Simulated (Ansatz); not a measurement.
`[NH2][Sn][N]([SiH3])[SiH3]` + HCl → `[NH2][Sn][Cl]` + `[SiH3]N[SiH3]`  (ligand exchange at the Sn–N bond)

Calculated with Ansatz (gas phase, PBE0-D4/def2-TZVP geometries, no zero-point term in ΔE). CBS: MP2 limit from def2 TZ/QZ plus the TZ coupled-cluster correction, frozen cores. This one scheme is used for every species. DFT in def2-TZVPP. B3LYP here is the variant with VWN-RPA as its local correlation; programs differ in this. def2 core potentials past Kr. For Sn outer-core shells are correlated without core-valence functions, which leaves a few kJ/mol of doubt a bond. One conformer a species, not always the lowest.

```json
{"level": "B3LYP-D4", "ΔE (eV)": "-0.92"}
{"level": "ωB97M-V", "ΔE (eV)": "-0.92"}
{"level": "B2PLYP", "ΔE (eV)": "-0.96"}
{"level": "PBE", "ΔE (eV)": "-0.99"}
{"level": "PBE0", "ΔE (eV)": "-1.02"}
{"level": "MP2/def2-TZVPP", "ΔE (eV)": "-0.75"}
{"level": "CCSD/def2-TZVPP", "ΔE (eV)": "-0.83"}
{"level": "CCSD(T)/def2-TZVPP", "ΔE (eV)": "-0.77"}
```

**Question.** What does CCSD(T)/CBS give? (Estimate.)

**Answer.** Computed: -0.81 eV. The listed levels differ from it by -0.11, -0.11, -0.15, -0.18, -0.21, 0.06, -0.02, 0.04 eV.

Largest T1 diagnostic among the species: 0.016.

In def2-TZVPP, CCSD(T) changes the Hartree–Fock value by +0.45 eV (the triples alone add +0.07 eV) and MP2 by +0.47 eV. The D4 term adds +0.19 eV with B3LYP and +0.10 eV with PBE0; it sums over pairs of atoms, weighted by their polarisabilities, and B3LYP, whose exchange is more repulsive, gets the larger term.
